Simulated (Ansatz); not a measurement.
Species: trichloro(methoxy)silane, CH3Cl3OSi, net charge 0, singlet state. 
Coordinates optimised at B3LYP-D3(BJ)/def2-TZVP (Ansatz, a program for electronic structure):
```xyz
9

Si     0.0601    -0.0004    -0.1201
Cl     0.4112    -1.6088     1.0926
Cl     0.2676     1.6913     1.0094
Cl     1.3946     0.0191    -1.6469
O     -1.4129    -0.0808    -0.7666
C     -2.6470    -0.1164    -0.0485
H     -3.4465    -0.1697    -0.7840
H     -2.6895    -0.9946     0.5982
H     -2.7670     0.7862     0.5533
```
Charge 0, spin multiplicity 1.

Quantity: atomisation energy (electronic, to ground-state atoms), in eV. Cores are frozen in the correlated levels unless marked. Open shells are spin-unrestricted. No spin-orbit coupling. No relativistic terms. The coupled-cluster limit lacks core correlation, which all-electron functionals hold. CBS marks a two-point X^-3 extrapolation of the correlation energy; Hartree-Fock from the larger set.

```csv
level,program,atomisation energy (eV)
BLYP-D3(BJ)/def2-TZVPD,Ansatz + dftd3,34.01
BLYP/def2-TZVPD,Ansatz,33.34
revPBE-D3(BJ)/def2-TZVPD,Ansatz + dftd3,34.04
revPBE-D4/def2-TZVPD,Ansatz + dftd4,34.21
r2SCAN-D3(BJ)/def2-TZVPD,Ansatz + dftd3,34.78
PBE0-D3(BJ)/def2-TZVPD,Ansatz + dftd3,(withheld)
BHLYP-D3(BJ)/def2-TZVPD,Ansatz + dftd3,33.27
BHLYP-D4/def2-TZVPD,Ansatz + dftd4,33.25
r2SCAN0-D4/def2-TZVPD,Ansatz + dftd4,34.16
wB97X-V/def2-TZVPD,Ansatz,34.67
B2GP-PLYP-D4/def2-TZVPD,Ansatz + dftd4,34.07
B2PLYP/def2-TZVPD,Ansatz,33.86
SCS-MP2/6-31G,Ansatz,25.01
CCSD/STO-3G,Ansatz,31.66
CCSD/aug-cc-pV(D+d)Z,Ansatz,(withheld)
CCSD/aug-cc-pV(Q+d)Z,Ansatz,(withheld)
"CCSD(T)/CBS(aug-cc-pV(T+d)Z,aug-cc-pV(Q+d)Z)",Ansatz,34.77
```

Task: What belongs in the gaps?

Result: 
- PBE0-D3(BJ)/def2-TZVPD, atomisation energy (eV): 34.55
- CCSD/aug-cc-pV(D+d)Z, atomisation energy (eV): 31.25
- CCSD/aug-cc-pV(Q+d)Z, atomisation energy (eV): 33.65
